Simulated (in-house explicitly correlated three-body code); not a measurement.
Computed with an exponentially correlated three-body code. Model: two electrons around a point charge, non-relativistic, variational in 260 exponentially correlated functions (energies converged to about 1e-7 hartree, or 1e-8 relative for large Z).

Command:
```bash
python run_hyl.py task.json out
```
Settings (lengths in bohr, energies in hartree):
```
Z                      2
nuclear_mass           5000
interaction_strength   1
functions              260
states_tried           13
```

Cost of the run: 38 s on 1 thread of AMD EPYC 7R13 Processor (Zen 3), on a shared host.

**Those bound S and P states to n = 4 that converged, binding against the one-electron ion.**

Given: nuclear charge 2; mass of the centre 5000 electron masses.

Computed: one-electron threshold -1.99960008 hartree.

| term | energy (hartree) | binding (eV) |
| --- | --- | --- |
| 1 1S | -2.90311197 | 24.586 |
| 2 3S | -2.17479293 | 4.7672 |
| 2 1S | -2.14554304 | 3.9713 |
| 2 3P | -2.13275056 | 3.6232 |
| 2 1P | -2.1234092 | 3.369 |
| 3 3S | ? | ? |
| 3 1S | -2.06085929 | 1.6669 |
| 3 3P | -2.05767322 | 1.5803 |
| 3 1P | -2.05473251 | 1.5002 |
| 4 3S | -2.0361047 | 0.99334 |
| 4 1S | -2.03317971 | 0.91375 |
| 4 3P | ? | ? |
| 4 1P | -2.03066226 | 0.84524 |

What belongs in the row 3 3S?

energy (hartree): -2.06827503; binding (eV): 1.8687.

What belongs in the row 4 3P?

energy (hartree): -2.03191944; binding (eV): 0.87945.

**Converged states only, values per electron or pair.**

| term | mean r (bohr) | mean r squared (bohr²) | mean inverse r (1/bohr) | mean r12 (bohr) | mean inverse r12 (1/bohr) | mean cosine | mean p1 dot p2 (bohr⁻²) | delta r1 (bohr⁻³) | delta r12 (bohr⁻³) |
| --- | --- | --- | --- | --- | --- | --- | --- | --- | --- |
| 1 1S | 0.92967 | 1.194 | 1.688 | 1.4223 | 0.94564 | -0.064134 | 0.15882 | 1.8093 | 0.10629 |
| 2 3S | 2.551 | 11.469 | 1.1544 | 4.4484 | 0.26814 | -0.015809 | 0.0074162 | 1.3196 | - |
| 2 1S | 2.9737 | 16.096 | 1.1352 | 5.2708 | 0.24963 | -0.014637 | 0.009446 | 1.3087 | 0.0086455 |
| 2 3P | 2.6742 | 13.214 | 1.133 | 4.7003 | 0.26662 | -0.036707 | -0.064628 | 1.2581 | - |
| 2 1P | 2.9115 | 15.775 | 1.1229 | 5.1398 | 0.24495 | -0.0047527 | 0.045959 | 1.2736 | 0.00073409 |
| 3 3S | ? | ? | ? | ? | ? | ? | ? | ? | - |
| 3 1S | ? | ? | ? | ? | ? | ? | ? | ? | ? |
| 3 3P | 6.322 | 82.132 | 1.0578 | 11.933 | 0.11592 | -0.010411 | -0.018383 | 1.2684 | - |
| 3 1P | 6.6813 | 91.92 | 1.0548 | 12.641 | 0.10957 | -0.0011671 | 0.014521 | 1.2729 | 0.00025167 |
| 4 3S | 10.663 | 238.68 | 1.0344 | 20.596 | 0.065244 | -0.00168 | 0.0007321 | 1.2771 | - |
| 4 1S | 11.554 | 281.54 | 1.0323 | 22.375 | 0.062744 | -0.0017898 | 0.0010591 | 1.2765 | 0.00099757 |
| 4 3P | 11.47 | 280.02 | 1.0321 | 22.211 | 0.064496 | -0.004288 | -0.0075648 | 1.2707 | - |
| 4 1P | 11.951 | 304.22 | 1.0308 | 23.167 | 0.061845 | -0.00046256 | 0.0062404 | 1.2727 | 0.00011129 |

What belongs in the row 3 3S?

mean r (bohr): 5.8572; mean r squared (bohr²): 68.737; mean inverse r (1/bohr): 1.0635; mean r12 (bohr): 11.001; mean inverse r12 (1/bohr): 0.11729; mean cosine: -0.0042328; mean p1 dot p2 (bohr⁻²): 0.0018793; delta r1 (bohr⁻³): 1.2843.

What belongs in the row 3 1S?

mean r (bohr): 6.513; mean r squared (bohr²): 85.926; mean inverse r (1/bohr): 1.0583; mean r12 (bohr): 12.307; mean inverse r12 (1/bohr): 0.11149; mean cosine: -0.0043073; mean p1 dot p2 (bohr⁻²): 0.0026061; delta r1 (bohr⁻³): 1.2824; delta r12 (bohr⁻³): 0.0024325.
